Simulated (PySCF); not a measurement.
CH7NOSi, SMILES C[Si@H](N)O. Coordinates come from a B3LYP-D3(BJ)/def2-SVP optimisation. The structure was generated by enumeration; whether it is a known compound was not checked. Other conformers were not sampled.

Calculation: B3LYP-D3(BJ)/def2-SVP run with PySCF.

Harmonic wavenumbers (cm⁻¹): 144, 177, 218, 230, 296, 348, 407, 647, 668, 744, 807, 816, 856, 906, 925, 956, 1273, 1435, 1437, 1543, 2224, 3025, 3111, 3123, 3570, 3662, 3859. Rotational constants (GHz): 6.250, 5.698, 3.488; symmetry number 1.

Problem. Work out the zero-point energy and the ideal-gas rigid-rotor harmonic-oscillator thermochemistry at 298.15 K and 1 atm.

Solution. ZPE = ½ Σ hcν = ½ × 37406 cm⁻¹ = 53.47 kcal/mol. H − E(el) = 58.44 kcal/mol. Entropy in cal/(mol K): translation 38.95, rotation 25.36, vibration 14.49, total 78.80. G − E(el) = 34.95 kcal/mol. Cp = 26.26 cal/(mol K). Modes under 150 cm⁻¹ make the vibrational entropy uncertain.
